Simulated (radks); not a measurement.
Values are calculated unless marked as measured or tabulated.
The mean radii <r> (bohr) of the occupied orbitals of an atom or ion are listed with their occupations. Code: a radial shooting solver on a logarithmic mesh with Libxc functionals. Model: scalar-relativistic Kohn-Sham, exchange-only LDA, spin-unpolarised, spherical densities, finite nucleus; Fermi nuclear charge, rms radius of each element as measured or else 0.836 A^(1/3) + 0.57 fm.

| orbital | occ. | <r> |
|---|---|---|
| 1s | 2 | 0.04414 |
| 2s | 2 | 0.1963 |
| 2p | 6 | 0.1713 |
| 3s | 2 | 0.5751 |
| 3p | 6 | 0.5900 |
| 3d | 10 | 0.6275 |
| 4s | 1 | 1.658 |
| 4p | 2 | 1.932 |
| 4d | 1 | 3.002 |

Name the element and its charge.

Answer. Z = 34, selenium, charge +2: Se2+ in [Ar] 3d10 4s1 4p2 4d1. The 1s radius gives Z: for a bare nucleus <r> = (2 gamma + 1)/(2Z) with gamma = sqrt(1 - (Z/c)^2), 0.0432 bohr for Z = 34, and screening makes it slightly larger (0.04414 here). The occupations add up to 32, and the charge is Z minus that.
